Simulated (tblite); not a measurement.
Species: C₇H₁₂Si.
Cartesian coordinates in Å at the GFN2-xTB level; atoms count from 1:
```xyz
20
C7H12Si angstrom
C      0.670    2.028   -0.844
C      0.552    0.714   -0.890
C      0.215   -0.166    0.255
C      1.300   -1.068    0.663
C      2.580   -0.929    0.341
Si    -0.958    0.435    1.646
C     -1.202   -0.795    0.243
C     -2.097   -0.493   -0.936
H      0.525    2.576    0.073
H      0.924    2.610   -1.714
H      0.723    0.190   -1.825
H      0.998   -1.892    1.300
H      2.924   -0.121   -0.282
H      3.329   -1.619    0.690
H     -1.599    1.730    1.520
H     -0.714   -0.074    2.983
H     -1.200   -1.855    0.483
H     -2.083    0.569   -1.172
H     -1.770   -1.042   -1.820
H     -3.123   -0.786   -0.717
```

All values are computed: GFN2-xTB (tblite) harmonic vibrations without scaling, gas phase. This tight-binding method is rough: wavenumbers can miss measured ones by several per cent, in bad cases by 10 to 20. Modes of hydrogen on silicon can be 10 to 20 % off. One conformer, not necessarily the lowest.

Harmonic wavenumbers (cm⁻¹): 42.1, 88.0, 150.7, 192.5, 206.8, 225.5, 235.4, 279.7, 350.8, 416.9, 455.8, 475.6, 502.3, 524.1, 565.2, 648.5, 685.4, 715.2, 738.8, 800.7, 863.7, 894.3, 957.3, 980.3, 1012.5, 1019.6, 1026.1, 1050.5, 1087.2, 1109.5, 1175.6, 1251.4, 1282.6, 1313.4, 1317.5, 1411.2, 1412.8, 1414.9, 1497.3, 1506.6, 1676.6, 1709.1, 2360.4, 2370.9, 2987.7, 2993.7, 3012.0, 3016.2, 3029.2, 3030.8, 3087.2, 3102.2, 3111.7, 3125.5.

A = 2009, B = 1432, C = 1255 MHz; mass 124.071 u (most abundant isotopes); point group C1, symmetry number 1.

Question: What is the zero-point energy?

Answer: Half the sum of the wavenumbers: 35249 cm⁻¹ = 100.78 kcal/mol.

Question: Entropy at 298.15 K, 1 bar (ideal gas, RRHO, classical rotation)?

Answer: Translation 40.39, rotation 28.88, vibration 29.10: S = 98.4 cal/(mol K).

Question: And Cp and H(298.15 K) − H(0)?

Answer: Cp = 41.18 cal/(mol K), of which vibrations give 33.23 (their classical limit is 54 R = 107.3); H(298.15 K) − H(0) = 7.16 kcal/mol without the zero-point energy, 4.79 from vibrations.

Question: Which modes carry the vibrational entropy at 298.15 K?

Answer: 42.1 cm⁻¹: 5.16; 88.0 cm⁻¹: 3.70; 150.7 cm⁻¹: 2.66; 192.5 cm⁻¹: 2.20; 206.8 cm⁻¹: 2.07; 225.5 cm⁻¹: 1.91 cal/(mol K); the other 48 give 11.38 together.

Question: Blend soft modes into free rotors: weight 1/[1 + (100 cm⁻¹/ν̃)⁴] for the oscillator and the rest for a rotor with moment μB/(μ + B), μ = h/(8π²ν), B = 10⁻⁴⁴ kg m². What vibrational entropy results?

Answer: 27.24 cal/(mol K) in place of 29.10, which changes −T·S at 298.15 K by +0.55 kcal/mol.

Question: What must be added to the electronic energy to get the Gibbs energy at 298.15 K and 1 bar?

Answer: ZPE + [H(298.15 K) − H(0)] − T·S = 100.78 + 7.16 − 29.33 = 78.61 kcal/mol.

Question: How do the functions run with temperature in this model?

Answer: 
```tsv
T (K)	S (cal/(mol K))	Cp (cal/(mol K))	H − H(0) (kcal/mol)	G − H(0) (kcal/mol)	ln q(vib)
50	57.7	12.1	0.48	-2.40	0.46
100	68.0	18.3	1.24	-5.55	1.46
373.15	108.5	49.1	10.55	-29.93	8.60
500	124.5	60.4	17.53	-44.72	12.08
750	152.2	76.2	34.75	-79.40	18.73
1000	175.6	86.6	55.17	-120.46	24.92
```

q(vib) and H(0) count from the zero-point level.

Hindered rotation and anharmonicity are outside this model. Other conformers, if any are populated, would add a mixing term that is left out. The structure is chiral; the term R ln 2 for an equal mix with its mirror image is left out.

On one thread, Arm Neoverse N1 (aarch64), no GPU, shared host with 64 logical CPUs at a one-minute load of 54, this took 1.4 s. The figure is for the frequency step alone.
